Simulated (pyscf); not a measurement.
# `[CH3][Al][CH3]`, doublet

Gas-phase minimum from PySCF at ωB97X-D3(BJ)/def2-SVP, one conformer. Other isomers of [H₃C–Al–CH₃]• were not searched in full and may lie lower. 

SMILES: [CH3][Al][CH3]
```xyz
9

C     -1.6863    -1.6077    -0.8346
Al    -0.5622    -0.4826     0.3369
C      1.3421    -0.2997    -0.1552
H     -1.6692    -1.2021    -1.8631
H     -1.2623    -2.6275    -0.8872
H     -2.7378    -1.6919    -0.5200
H      1.8207    -1.2966    -0.1543
H      1.9267     0.3577     0.5064
H      1.4233     0.0917    -1.1861
```
Charge 0, spin multiplicity 2.

Bonds (Å): C1–Al2 1.975, C1–H4 1.106, C1–H5 1.106, C1–H6 1.101, Al2–C3 1.975, C3–H7 1.106, C3–H8 1.101, C3–H9 1.106. Bond angles (°): Al2–C1–H4 109.5, Al2–C1–H5 109.6, Al2–C1–H6 114.7, H4–C1–H5 106.7, H4–C1–H6 108.0, H5–C1–H6 108.0, C1–Al2–C3 117.0, Al2–C3–H7 109.5, Al2–C3–H8 114.7, Al2–C3–H9 109.6, H7–C3–H8 107.9, H7–C3–H9 106.7, H8–C3–H9 108.1.

Properties at ωB97X-D3(BJ)/def2-SVP:

Harmonic wavenumbers, unscaled: 46, 71, 168, 524, 540, 571, 572, 680, 746, 1203, 1211, 1421, 1427, 1431, 1443, 3038, 3040, 3127, 3129, 3168, 3168 cm⁻¹
Zero-point energy: 43.9 kcal/mol
Rotational symmetry number: 2
Entropy of this conformer at 298 K and 1 atm, rigid rotor and harmonic oscillator, modes under 100 cm⁻¹ raised to 100: 310.6 J/(mol K)
Dipole moment: 0.34 D
Spin expectation value S2: 0.752

Single-point totals, which compare only within one level (frozen core for MP2 and CC):

```
level                   total energy (hartree)
----------------------  ----------------------
ωB97X-D3(BJ)/def2-TZVP              -322.32381
PBE/def2-TZVP                       -321.99623
r²SCAN/def2-TZVP                    -322.17299
B3LYP-D3(BJ)/def2-TZVP              -322.29243
PBE0-D3(BJ)/def2-TZVP               -322.04011
M06-2X/def2-TZVP                    -322.18727
ωB97M-D3(BJ)/def2-TZVP              -322.30728
UHF/def2-TZVPP                      -321.15717
MP2/def2-TZVPP                      -321.57859
CCSD/def2-TZVPP                     -321.61575
CCSD(T)/def2-TZVPP                  -321.63308
```

The lowest mode is so soft that the shape along it may change with the basis. Soft torsions are taken as harmonic, which can shift the entropy by several J/(mol K). The CCSD(T) − MP2 part came from Ansatz, without density fitting, on the same reference.
